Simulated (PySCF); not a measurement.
C7H5F5O.
SMILES with atom numbers: `[F:1][C:2]1=[C:3]([C@H:4]([F:5])[C:6]([F:7])([F:8])[F:9])[O:10][CH:11]=[CH:12][CH2:13]1` (hydrogens: H14 on C4; H15 on C11; H16 on C12; H17, H18 on C13)

Method: PBE0-D3(BJ)/def2-SVP geometry optimisation, gas phase (PySCF); density fitting, grid level 1; the optimiser is geomeTRIC in internal coordinates, started from a GFN2-xTB structure.

Step 0: E = -22930.1904 eV
```
atom  x, y, z in Å  |  force x, y, z in eV/Å
F1     -0.2755    1.7366   -1.6216   -0.221  -0.398   0.408
C2     -0.6695    0.8237   -0.7084   -0.319   0.664  -0.388
C3      0.1628   -0.1550   -0.3576    0.690  -0.327  -0.146
C4      1.5461   -0.3159   -0.9329   -0.199  -0.298   0.446
F5      1.6744   -1.5195   -1.5740    0.022   0.008   0.173
C6      2.6133   -0.2454    0.1745    0.414   0.307   0.359
F7      2.4580    0.8849    0.8819   -0.156  -0.159  -0.277
F8      3.8479   -0.2154   -0.3352   -0.255  -0.103  -0.195
F9      2.5631   -1.2590    1.0308   -0.148  -0.025  -0.288
O10    -0.1608   -1.1093    0.5629   -0.364   0.248  -0.083
C11    -1.4124   -1.0283    1.1053    0.753  -0.340  -0.100
C12    -2.3112   -0.1009    0.8201    0.080   0.690  -0.579
C13    -2.0488    1.0091   -0.1609    0.525  -0.403   0.059
H14     1.7580    0.4741   -1.6645   -0.062   0.228   0.149
H15    -1.5693   -1.8330    1.8053   -0.099  -0.338   0.312
H16    -3.2753   -0.1205    1.2985   -0.444  -0.145   0.333
H17    -2.1325    1.9901    0.3231   -0.039   0.311   0.051
H18    -2.7799    0.9940   -0.9788   -0.179   0.082  -0.235
```

Step 1: E = -22930.2384 eV
```
atom  x, y, z in Å  |  force x, y, z in eV/Å
F1     -0.2782    1.7339   -1.5827    0.015   0.047  -0.026
C2     -0.6704    0.8384   -0.6763   -0.006  -0.061   0.026
C3      0.1712   -0.1295   -0.2867    0.001   0.037   0.100
C4      1.5357   -0.2992   -0.8510    0.132  -0.023  -0.087
F5      1.6447   -1.5072   -1.4889   -0.022   0.004  -0.029
C6      2.6878   -0.2433    0.1588   -0.228  -0.142  -0.374
F7      2.6263    0.8812    0.8649    0.014   0.053   0.107
F8      3.8419   -0.2597   -0.5111    0.053   0.049   0.121
F9      2.6793   -1.2788    0.9844    0.008   0.052   0.112
O10    -0.1812   -1.0773    0.6276    0.046   0.009  -0.008
C11    -1.4456   -1.0284    1.1146    0.000  -0.010  -0.002
C12    -2.3526   -0.1072    0.7816   -0.058  -0.026   0.050
C13    -2.0622    1.0031   -0.1832   -0.053   0.015  -0.011
H14     1.7148    0.5122   -1.5747   -0.003  -0.030   0.042
H15    -1.6310   -1.8445    1.8144    0.006   0.017  -0.009
H16    -3.3445   -0.1728    1.2349    0.044   0.003  -0.012
H17    -2.1867    1.9997    0.2851    0.017  -0.017  -0.027
H18    -2.7610    0.9896   -1.0435    0.033   0.023   0.028
```

Step 2: E = -22930.2488 eV
```
atom  x, y, z in Å  |  force x, y, z in eV/Å
F1     -0.2912    1.7374   -1.5995    0.012   0.002  -0.009
C2     -0.6725    0.8354   -0.6935    0.040  -0.016  -0.008
C3      0.1745   -0.1336   -0.3189   -0.067   0.011   0.052
C4      1.5396   -0.3075   -0.8808    0.066  -0.048  -0.066
F5      1.6550   -1.5165   -1.5161   -0.010   0.059   0.007
C6      2.6534   -0.2466    0.1636    0.057  -0.043  -0.011
F7      2.5578    0.8796    0.8666   -0.044   0.132   0.024
F8      3.8429   -0.2549   -0.4408   -0.038  -0.018   0.015
F9      2.6151   -1.2676    1.0070    0.006  -0.058  -0.013
O10    -0.1662   -1.0806    0.5998   -0.040  -0.012  -0.003
C11    -1.4223   -1.0287    1.1076    0.002  -0.024   0.035
C12    -2.3342   -0.1053    0.7951    0.027   0.009  -0.022
C13    -2.0551    1.0046   -0.1750   -0.018  -0.003   0.004
H14     1.7328    0.5039   -1.5984   -0.005   0.002  -0.002
H15    -1.5955   -1.8436    1.8112   -0.001  -0.002   0.002
H16    -3.3154   -0.1670    1.2685    0.004   0.000  -0.002
H17    -2.1627    2.0015    0.2948    0.008   0.005  -0.004
H18    -2.7675    0.9998   -1.0226    0.001   0.005   0.001
```

**Question.** Estimate the geometry and energy of step 3. (The exact step hangs on the optimiser's Hessian estimate; all steps are aligned on step 2, rigid shifts and turns removed.)

**Answer.** E = -22930.2503 eV, largest force 0.097 eV/Å
```
atom  x, y, z in Å  |  force x, y, z in eV/Å
F1     -0.2786    1.7244   -1.6052    0.000  -0.007   0.008
C2     -0.6665    0.8248   -0.6990   -0.041   0.003   0.028
C3      0.1714   -0.1504   -0.3238   -0.001   0.003  -0.028
C4      1.5381   -0.3118   -0.8895    0.005  -0.085   0.015
F5      1.6657   -1.5141   -1.5328    0.010   0.039   0.015
C6      2.6403   -0.2408    0.1647    0.065  -0.013   0.011
F7      2.5166    0.8864    0.8668   -0.002   0.011   0.000
F8      3.8370   -0.2313   -0.4235   -0.023  -0.003   0.016
F9      2.6066   -1.2656    1.0048    0.003   0.000  -0.011
O10    -0.1716   -1.0983    0.5938    0.038  -0.009  -0.035
C11    -1.4233   -1.0367    1.1110    0.016   0.080  -0.053
C12    -2.3240   -0.1016    0.7995   -0.050  -0.005   0.021
C13    -2.0444    1.0065   -0.1733    0.020  -0.017   0.001
H14     1.7252    0.5061   -1.6010   -0.009   0.003   0.001
H15    -1.6014   -1.8488    1.8166    0.002   0.001  -0.003
H16    -3.3024   -0.1521    1.2793   -0.017   0.002   0.005
H17    -2.1382    2.0048    0.2961   -0.003   0.003   0.009
H18    -2.7621    1.0088   -1.0159   -0.012  -0.006   0.001
```

The energy changes by -0.0015 eV. The first-order estimate −F·Δx gives -0.0038 eV and the mean of the old and new forces, exact on a quadratic surface, -0.0010 eV. The step makes an angle of 79° with the force vector and moves no atom by more than 0.042 Å.

The cost below is that of the whole optimisation. The run took about 7 min of CPU time (one thread, shared machine).
